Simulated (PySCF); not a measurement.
**Polarisability and C₆ of Ne²⁺ (neon, charge +2)**

[He] 2s2 2p4, high-spin 3P determinant. Calculation: PySCF 2.14, in aug-cc-pwCVQZ (9s8p6d4f2g, 109 functions); the non-relativistic Hamiltonian (point nucleus). Coupled (time-dependent) response in atomic units; α is the mean over directions.

| method | mean α (bohr³) | α xx, yy, zz | C₆ (like pair) | S(−4) |
| --- | --- | --- | --- | --- |
| UHF | 0.8308 | 0.9051, 0.6821, 0.9051 | 1.034 | 0.3620 |
| PBE | 0.8730 | 0.9387, 0.7415, 0.9387 | 1.110 | 0.3949 |
| PBE0 | 0.8575 | 0.9253, 0.7220, 0.9253 | 1.084 | 0.3808 |
| CAM-B3LYP | 0.8599 | 0.9252, 0.7291, 0.9252 | 1.089 | 0.3760 |
| TPSSh | 0.8573 | 0.9231, 0.7255, 0.9231 | 1.093 | 0.3655 |

S(−4) is the Cauchy moment in α(ω) = α(0) + S(−4) ω² + …

α(iu) at TPSSh:

```tsv
u (hartree)	α(iu) (bohr³)
0	0.8573
0.0500	0.8564
0.100	0.8536
0.200	0.8431
0.300	0.8266
0.500	0.7810
0.750	0.7128
1.00	0.6436
1.50	0.5205
2.00	0.4221
3.00	0.2862
5.00	0.1505
```

A single London oscillator, α(iu) = α/(1 + u²/ω²), gives C₆ = (3/4) ω α². Matching the computed C₆ needs ω = 4 × 1.093 / (3 × 0.8573²) = 1.98 hartree.

For an ion, C₆ is the dispersion term alone; charge-induced terms of lower order in 1/R come first.

The components differ because the open shell of this determinant is not spherical; for a pure term their mean is the scalar polarisability.
